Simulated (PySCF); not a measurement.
[Lu(N2)]3+ at several levels of theory

Computed with PySCF 2.14.0 (density fitting, no spin-orbit coupling) at the geometry relaxed with PBE:

```xyz
3
[Lu(N2)]3+ (singlet in the valence; each metal's 4f electrons, 14 of them, lie in its core potential, out of spins and levels)
Lu    0.0000    0.0000   -0.3635
N     0.0000    0.0000    1.9403
N     0.0000    0.0000    3.0648
```

```json
{"level": "PBE", "basis": "Lu lcecp-1-SVP with ECP60, N def2-SVP", "state": "singlet", "HOMO (eV)": "-26.76", "gap (eV)": "4.05", "charge on Lu1 (e)": "2.60", "population of f-type functions on Lu1 (polarisation alone where 4f lies in the core)": "0.01", "dipole about the centre of mass (D)": "0.01", "largest force component (eV/Å)": "0.01"}
{"level": "PBE0", "basis": "the same", "state": "singlet", "HOMO (eV)": "-28.64", "gap (eV)": "7.07", "charge on Lu1 (e)": "2.66", "population of f-type functions on Lu1 (polarisation alone where 4f lies in the core)": "0.01", "dipole about the centre of mass (D)": "0.38", "largest force component (eV/Å)": "2.35"}
{"level": "BP86", "basis": "the same", "state": "singlet", "HOMO (eV)": "-26.87", "gap (eV)": "4.19", "charge on Lu1 (e)": "2.61", "population of f-type functions on Lu1 (polarisation alone where 4f lies in the core)": "0.01", "dipole about the centre of mass (D)": "0.05", "largest force component (eV/Å)": "0.11"}
{"level": "CAM-B3LYP", "basis": "the same", "state": "singlet", "HOMO (eV)": "-30.16", "gap (eV)": "9.45", "charge on Lu1 (e)": "2.65", "population of f-type functions on Lu1 (polarisation alone where 4f lies in the core)": "0.01", "dipole about the centre of mass (D)": "0.49", "largest force component (eV/Å)": "2.69"}
{"level": "revPBE", "basis": "the same", "state": "singlet", "HOMO (eV)": "-26.72", "gap (eV)": "4.11", "charge on Lu1 (e)": "2.61", "population of f-type functions on Lu1 (polarisation alone where 4f lies in the core)": "0.01", "dipole about the centre of mass (D)": "0.02", "largest force component (eV/Å)": "0.30"}
```

In the lcecp rows the 4f levels are missing from HOMO and gap, and the state counts the valence alone.

Charges are Mulliken's, which hang on the basis. The relaxation used the grid (50, 194), these runs (75, 302) or, all-electron (x2c bases, spin-free X2C Hamiltonian), (99, 590).

Task: What does PBE with Lu lcecp-1-TZVP with ECP60, N def2-TZVP give here?

Result: state singlet, HOMO (eV) -26.83, gap (eV) 4.09, charge on Lu1 (e) 2.68, population of f-type functions on Lu1 (polarisation alone where 4f lies in the core) 0.01, dipole about the centre of mass (D) 0.09, largest force component (eV/Å) 1.08. Time: 13 s on 2 threads of AMD EPYC (Zen 3) (shared host), from free ions and atoms.

In the first row's basis the gap widens with exact exchange: 4.1 to 4.2 eV for PBE, revPBE, BP86 (none); 7.1 eV for PBE0 (a fixed share); 9.4 eV for CAM-B3LYP (rising or full at long range).

An lcecp potential fixes the number of 4f electrons, so in runs with it no electron can move into or out of that shell.
